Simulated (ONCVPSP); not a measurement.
## Configuration tests for aluminium (Al) (ONCV)

| Item | Value |
| --- | --- |
| Element | aluminium (Al) |
| Generator | ONCVPSP 4.0.1 |
| Type | optimised norm-conserving Vanderbilt (ONCV) |
| Functional | LDA (Perdew-Wang 92) |
| Relativity | scalar-relativistic |
| Frozen core | [He] |
| Valence charge | 11 |
| Reference configuration | 2s2 2p6 3s2 3p1 |
| Partial waves | 2s+3s: rc 0.95 bohr, ncon 5, nbas 9, qcut 10 1/bohr, 2 projectors; 2p+3p: rc 1.10 bohr, ncon 4, nbas 8, qcut 13.4 1/bohr, 2 projectors; d scattering state at 0.12 Ha: rc 1.20 bohr, ncon 4, nbas 9, qcut 8.5 1/bohr, 2 projectors, debl 2.2 Ha |
| Local potential | polynomial inside 0.65 bohr (lpopt 5, dvloc0 0 Ha) |
| Core correction | Teter function, fcfact 3, rcfact 1.6 |

Energies are relative to the spin-unpolarised reference configuration 2s2 2p6 3s2 3p1; without spin polarisation the order of configurations can differ from experiment. Not all tests gave a result: 1 of 4 tests not solved or not reliable.

| valence configuration | charge | ΔE all-electron (eV) | error AE − PS (meV) |
| --- | --- | --- | --- |
| 2s2 2p6 3s2 3p0 | +1 | 5.841 | +0.3 |
| 2s2 2p6 3s1 3p0 | +2 | 25.211 | -0.4 |
| 2s2 2p6 3s2 3p0.5 | +0.5 | 2.122 | 0.0 |

Levels in the configuration 2s2 2p6 3s2 3p0:

| level | all-electron (eV) | pseudo (eV) |
| --- | --- | --- |
| 2s | -115.873 | -115.868 |
| 2p | -78.099 | -78.079 |
| 3s | -14.917 | -14.916 |
